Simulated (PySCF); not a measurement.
Vertical excitations of a molecule CH4ClFOSi2 from TDDFT-PBE/def2-SVPD (PySCF 2.14.0), as energy in eV (oscillator strength): 2.32 (0.000), 4.25 (0.004), 4.34 (0.003), 4.78 (0.009), 5.00 (0.007), 5.17 (0.013), 5.45 (0.011), 5.72 (0.108), 5.91 (0.096), 5.99 (0.076). Lowest triplet (TDA): 1.66 eV. Coordinates come from a PBE0-D3(BJ)/def2-SVP optimisation. The values are those of a single conformer.

Task: Which structure fits?
(A) O=C([SiH3])[Si@@H](F)Cl
(B) F[Si@]1(Cl)CO[SiH2]1
(C) O=C([SiH2]F)[SiH2]Cl
(D) O=C[Si@H](F)[SiH2]Cl

Result: C, O=C([SiH2]F)[SiH2]Cl
